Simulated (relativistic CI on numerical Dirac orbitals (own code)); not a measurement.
**Kr XXXIII: computed level list**

These numbers are calculated, not measured: Dirac-Coulomb-Breit CI, separate exchange-only KLI orbitals for each configuration, QED by a radiative potential, unscaled Slater integrals (own radial code, finite nucleus).

Configurations in the expansion (outside the closed core 1s2): 2s2, 2s.2p, 2p2, 2p.3s, 2p.3p, 2s.3s, 2s.3p, 2s.3d, 2s.4s, 2s.4p, 2s.4d, 2s.4f, 2s.5s, 3s2, 2s.5p, 2s.5d, 2s.5f, 2s.5g, 3s.3p, 3p2. Levels of other configurations are missing.

| No. | Configuration | Term | J | E (eV) | % | Landé g | Lifetime (s) | jj configuration (%) |
| --- | --- | --- | --- | --- | --- | --- | --- | --- |
| 1 | 2s2 | 1S | 0 | 0.00 | 97 |  |  | closed (97) |
| 2 | 2s.2p | 3P° | 0 | 62.74 | 100 |  |  | 2s 2p1/2 (100) |
| 3 | 2s.2p | 3P° | 1 | 73.25 | 90 | 1.438 | 2.51e-09 | 2s 2p1/2 (92) |
| 4 | 2s.2p | 3P° | 2 | 125.74 | 100 | 1.492 | 1.10e-06 | 2s 2p3/2 (100) |
| 5 | 2s.2p | 1P° | 1 | 171.98 | 90 | 1.045 | 1.71e-11 | 2s 2p3/2 (92) |
| 6 | 2p2 | 3P | 0 | 179.01 | 82 |  | 4.82e-11 | 2p1/2^2 (95) |
| 7 | 2p2 | 3P | 1 | 226.95 | 100 | 1.493 | 2.27e-11 | 2p1/2 2p3/2 (100) |
| 8 | 2p2 | 1D | 2 | 237.29 | 52 | 1.233 | 3.13e-11 | 2p1/2 2p3/2 (98) |
| 9 | 2p2 | 3P | 2 | 297.24 | 52 | 1.251 | 1.88e-11 | 2p3/2^2 (98) |
| 10 | 2p2 | 1S | 0 | 332.68 | 80 |  | 1.00e-11 | 2p3/2^2 (95) |
| 11 | 2s.3s | 3S | 1 | 2240.47 | 99 | 1.994 | 6.66e-14 | 2s 3s (99) |
| 12 | 2s.3s | 1S | 0 | 2253.20 | 98 |  | 1.52e-13 | 2s 3s (98) |
| 13 | 2s.3p | 3P° | 0 | 2271.54 | 100 |  | 1.52e-11 | 2s 3p1/2 (100) |
| 14 | 2s.3p | 3P° | 1 | 2271.99 | 68 | 1.334 | 5.47e-14 | 2s 3p1/2 (99) |
| 15 | 2s.3p | 1P° | 1 | 2288.87 | 60 | 1.168 | 2.92e-14 | 2s 3p3/2 (90) |
| 16 | 2s.3p | 3P° | 2 | 2289.95 | 100 | 1.496 | 2.05e-11 | 2s 3p3/2 (100) |
| 17 | 2s.3d | 3D | 1 | 2304.54 | 97 | 0.498 | 9.99e-15 | 2s 3d3/2 (97) |
| 18 | 2s.3d | 3D | 2 | 2306.63 | 96 | 1.157 | 1.07e-14 | 2s 3d3/2 (76) |
| 19 | 2s.3d | 3D | 3 | 2310.70 | 100 | 1.329 | 1.12e-14 | 2s 3d5/2 (100) |
| 20 | 2p.3s | 3P° | 0 | 2320.38 | 100 |  | 1.31e-13 | 2p1/2 3s (100) |
| 21 | 2s.3d | 1D | 2 | 2321.12 | 95 | 1.003 | 1.39e-14 | 2s 3d5/2 (75) |
| 22 | 2p.3s | 3P° | 1 | 2325.05 | 70 | 1.349 | 8.26e-14 | 2p1/2 3s (91) |
| 23 | 2p.3p | 3D | 1 | 2340.59 | 70 | 0.661 | 6.23e-14 | 2p1/2 3p1/2 (97) |
| 24 | 2p.3p | 3P | 0 | 2358.66 | 77 |  | 3.22e-14 | 2p1/2 3p1/2 (97) |
| 25 | 2p.3p | 3P | 1 | 2365.50 | 41 | 1.453 | 4.05e-14 | 2p1/2 3p3/2 (98) |
| 26 | 2p.3p | 3D | 2 | 2366.19 | 66 | 1.171 | 4.15e-14 | 2p1/2 3p3/2 (95) |
| 27 | 2p.3s | 3P° | 2 | 2384.82 | 100 | 1.494 | 1.37e-13 | 2p3/2 3s (100) |
| 28 | 2p.3s | 1P° | 1 | 2391.18 | 71 | 1.125 | 7.45e-14 | 2p3/2 3s (97) |
| 29 | 2p.3p | 3P | 1 | 2411.86 | 58 | 1.349 | 3.55e-14 | 2p3/2 3p1/2 (95) |
| 30 | 2p.3p | 3P | 2 | 2414.42 | 34 | 1.220 | 3.24e-14 | 2p3/2 3p1/2 (95) |
| 31 | 2p.3p | 3D | 3 | 2423.57 | 100 | 1.328 | 4.71e-14 | 2p3/2 3p3/2 (100) |
| 32 | 2p.3p | 3S | 1 | 2424.47 | 53 | 1.513 | 3.96e-14 | 2p3/2 3p3/2 (95) |
| 33 | 2p.3p | 3P | 2 | 2437.72 | 53 | 1.258 | 3.18e-14 | 2p3/2 3p3/2 (97) |
| 34 | 2p.3p | 1S | 0 | 2451.09 | 76 |  | 3.30e-14 | 2p3/2 3p3/2 (98) |
| 35 | 2s.4s | 3S | 1 | 3011.33 | 100 | 1.996 | 1.36e-13 | 2s 4s (100) |
| 36 | 2s.4s | 1S | 0 | 3016.12 | 100 |  | 1.34e-13 | 2s 4s (100) |
| 37 | 2s.4p | 3P° | 0 | 3023.11 | 100 |  | 2.36e-13 | 2s 4p1/2 (100) |
| 38 | 2s.4p | 3P° | 1 | 3023.56 | 75 | 1.372 | 9.33e-14 | 2s 4p1/2 (99) |
| 39 | 2s.4p | 3P° | 2 | 3030.76 | 100 | 1.497 | 2.59e-13 | 2s 4p3/2 (100) |
| 40 | 2s.4p | 1P° | 1 | 3032.03 | 75 | 1.123 | 4.37e-14 | 2s 4p3/2 (99) |
| 41 | 2s.4d | 3D | 1 | 3037.25 | 100 | 0.499 | 2.72e-14 | 2s 4d3/2 (100) |
| 42 | 2s.4d | 3D | 2 | 3037.85 | 94 | 1.154 | 2.73e-14 | 2s 4d3/2 (82) |
| 43 | 2s.4d | 3D | 3 | 3039.53 | 100 | 1.331 | 2.79e-14 | 2s 4d5/2 (100) |
| 44 | 2s.4d | 1D | 2 | 3042.87 | 94 | 1.009 | 2.78e-14 | 2s 4d5/2 (82) |
| 45 | 2s.4f | 3F° | 2 | 3043.64 | 100 | 0.666 | 5.92e-14 | 2s 4f5/2 (100) |
| 46 | 2s.4f | 3F° | 3 | 3043.80 | 82 | 1.065 | 5.94e-14 | 2s 4f5/2 (93) |
| 47 | 2s.4f | 3F° | 4 | 3044.70 | 100 | 1.248 | 5.96e-14 | 2s 4f7/2 (100) |
| 48 | 2s.4f | 1F° | 3 | 3045.33 | 82 | 1.014 | 6.06e-14 | 2s 4f7/2 (93) |
| 49 | 2s.5s | 3S | 1 | 3361.72 | 100 | 1.996 | 2.11e-13 | 2s 5s (100) |
| 50 | 2s.5s | 1S | 0 | 3363.91 | 100 |  | 2.16e-13 | 2s 5s (100) |
| 51 | 2s.5p | 3P° | 0 | 3367.63 | 100 |  | 2.94e-13 | 2s 5p1/2 (100) |
| 52 | 2s.5p | 3P° | 1 | 3367.84 | 75 | 1.369 | 1.44e-13 | 2s 5p1/2 (99) |
| 53 | 2s.5p | 3P° | 2 | 3371.52 | 100 | 1.498 | 3.19e-13 | 2s 5p3/2 (100) |
| 54 | 2s.5p | 1P° | 1 | 3372.11 | 75 | 1.127 | 7.55e-14 | 2s 5p3/2 (99) |
| 55 | 2s.5d | 3D | 1 | 3374.81 | 100 | 0.500 | 5.27e-14 | 2s 5d3/2 (100) |
| 56 | 2s.5d | 3D | 2 | 3375.10 | 93 | 1.152 | 5.30e-14 | 2s 5d3/2 (84) |
| 57 | 2s.5d | 3D | 3 | 3375.98 | 100 | 1.331 | 5.43e-14 | 2s 5d5/2 (100) |
| 58 | 2s.5d | 1D | 2 | 3377.45 | 93 | 1.012 | 5.33e-14 | 2s 5d5/2 (84) |
| 59 | 2s.5f | 3F° | 2 | 3377.91 | 100 | 0.666 | 1.13e-13 | 2s 5f5/2 (100) |
| 60 | 2s.5f | 3F° | 3 | 3378.01 | 85 | 1.069 | 1.14e-13 | 2s 5f5/2 (90) |
| 61 | 2s.5f | 3F° | 4 | 3378.45 | 100 | 1.248 | 1.14e-13 | 2s 5f7/2 (100) |
| 62 | 2s.5f | 1F° | 3 | 3378.86 | 85 | 1.012 | 1.15e-13 | 2s 5f7/2 (90) |
| 63 | 2s.5g | 3G | 4 | 3378.88 | 59 | 1.027 | 1.97e-13 | 2s 5g7/2 (100) |
| 64 | 2s.5g | 3G | 3 | 3378.89 | 100 | 0.749 | 1.97e-13 | 2s 5g7/2 (100) |
| 65 | 2s.5g | 3G | 5 | 3379.21 | 100 | 1.198 | 1.97e-13 | 2s 5g9/2 (100) |
| 66 | 2s.5g | 1G | 4 | 3379.25 | 59 | 1.020 | 1.97e-13 | 2s 5g9/2 (100) |

Energies count from the lowest computed level; ° marks odd parity; lifetimes are radiative, by E1, M1, E2, M2 decay to levels of this space only; some are left blank where a channel outside the calculation adds to the decay or the decay crosses a small, uncertain gap. Filled j subshells are mostly left out of the jj labels.

The mean weight of the leading LS term, summed over parents, in these 66 levels is 86 %, and that of the leading jj configuration (from the same eigenvectors) 96 %, so jj coupling describes them better and the LS labels are nominal.

At this charge energies of transitions that change n are usually good to better than 1 %, and those within a shell (Δn = 0) to a few per cent.

LS names give the leading component of a level, which can be under half, so a name can repeat, a term be missing and a line seem to break the LS rules.
